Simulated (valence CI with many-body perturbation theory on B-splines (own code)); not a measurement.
Which ion has this spectrum?

A relativistic CI+MBPT calculation for an atom or ion with 22 electrons gives these levels (cm⁻¹):

| J | Parity | E | g |
| --- | --- | --- | --- |
| 0 | even | 0 |  |
| 1 | even | 929947 | 1.49 |
| 4 | even | 1035996 | 1.05 |
| 2 | even | 1076782 | 1.17 |
| 3 | even | 1105627 | 1.09 |
| 2 | even | 1937496 | 1.32 |
| 0 | even | 1940395 |  |
| 4 | even | 1963497 | 1.13 |
| 3 | even | 1984888 | 1.18 |
| 5 | even | 2011524 | 1.08 |
| 6 | even | 2035078 | 1.06 |
| 1 | even | 2071875 | 1.03 |
| 3 | even | 2090515 | 1.04 |
| 4 | even | 2096709 | 1.02 |

The energies are calculated, and their last digits are not significant.

Task: Which is it?
A. Rn64+
B. Tl59+
C. Bi61+
D. Hg58+

Result: C. Bi61+, ground level (3d3/2^4) J=0.
